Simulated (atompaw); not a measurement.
**Building the PAW (atompaw) potential for Rb (LDA (PW92), scalar-relativistic).**

Rb (Z = 37), PAW, made with atompaw 4.2.0.5 (LDA (PW92), scalar-relativistic). Core [Ar] 3d10 4s2, reference 4p6 4d0 5s0.5 5p0.5. Waves: 5s (bound): rc 3.00 bohr; 5s channel at 2.5 Ry: rc 3.00 bohr; 4p (bound): rc 1.95 bohr; 5p (bound): rc 3.00 bohr; 4d (bound, empty): rc 3.00 bohr; 4d channel at 2.8 Ry: rc 3.00 bohr. Local part: troulliermartins scheme with l = 3 at 0 Ry, radius 2.15 bohr. Core correction: smooth core density matched at 2.30 bohr. Augmentation charge: sinc compensation charge, radius 2.80 bohr; PAW radius 3.00 bohr; waves and projectors: custom polynom2 7 10 vanderbiltortho.

All-electron outer shells of the reference configuration (LDA (PW92), scalar-relativistic, ld1.x):

| shell | level (eV) | outermost node (bohr) | outermost maximum (bohr) |
| --- | --- | --- | --- |
| 3d | -104.97 | – | 0.39 |
| 4s | -32.72 | 0.62 | 1.25 |
| 4p | -16.77 | 0.64 | 1.42 |
| 5s | -2.73 | 1.78 | 4.16 |
| 5p | -1.12 | 2.19 | 6.14 |
| 4d | -0.38 | 0.70 | 5.84 |

Q: Does the generator finish with these settings?

A: Yes, a potential is produced.

Q: Estimate the cutoffs (Ry, on a coarse ladder) from which the occupation-weighted sum of valence levels, in a spherical-Bessel basis at the reference potential, stays within 10 and 1 mRy of its value at 400 Ry.

A: 15 Ry and 21 Ry.

Q: Does the potential have ghost states?

A: Ghost state, extra bound levels that the all-electron valence spectrum of the same l lacks: s at -55.9 eV. A true bound ghost makes a file unfit for plane-wave use. The logarithmic derivative shows an extra or strongly shifted pseudo pole above the reference energy (p near 1.41 Ry).

Q: Is the overlap operator S = 1 + Σ q|β⟩⟨β| positive definite (Bessel basis up to 400 Ry)?

A: Yes: its lowest eigenvalue is 0.32 (s channel).

Q: Which valence shell sets the plane-wave cutoff?

A: 4p: its level needs 18 Ry to come within 1 mRy, against 8 Ry for 5s.
